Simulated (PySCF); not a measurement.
## Two-component Hartree-Fock for V⁺ (vanadium, charge +1)

Start: [Ar] 3d3 4p1; 3d5/2 filled at m_j = +1/2, +3/2, +5/2; 4p3/2 filled at m_j = +3/2. Calculated with PySCF 2.14 in x2c-TZVPall-2c with one added diffuse shell each of s, p, d type (7s8p5d1f, 63 functions): generalised Hartree-Fock with the X2C-1e Hamiltonian and a Gaussian nucleus; one run each with spin-orbit coupling (SO) switched off, then screened by Boettger's factors. This is a chosen level, not necessarily the ground level.

```tsv
spinor shell	electrons	ε, spin-free (eV)	ε, screened SO (eV)	weight of nominal j (screened SO)	rms radius, screened SO (bohr)
1s1/2	2	-5529.2	-5529.2	1.000	0.0768
2s1/2	2	-666.04	-666.06	1.000	0.333
2p1/2	2	-554.66	-559.42	0.992	0.301
2p3/2	4	-554.66	-552.36	0.996	0.304
3s1/2	2	-96.408	-96.428	1.000	1.02
3p3/2	4	-63.917	-64.506	0.836	1.11
3p1/2	2	-63.917	-62.808	0.672	1.10
3d5/2	3	-22.546	-22.549	0.792	1.48
4p3/2	1	-9.948	-9.932	1.000	4.07
```

```csv
quantity,spin-free,screened SO
E (hartree),-947.77535,-947.78221
M_J,6,6
⟨J²⟩,42.005,42.005
⟨L²⟩,20.004,20.008
⟨S²⟩,6.000,6.000
```

Each row is a mean over spinors that exchange with the open shell spreads, by up to 10.156 eV (3p3/2).

Rows whose weight is well below 1 are mixtures of j = l ± 1/2: exchange outweighs spin-orbit coupling there, and the label is only the starting occupation.

Without spin-orbit coupling the j labels of p, d and f shells carry no meaning; the spin-free column gives the mean over the occupied spinors of each nl shell.
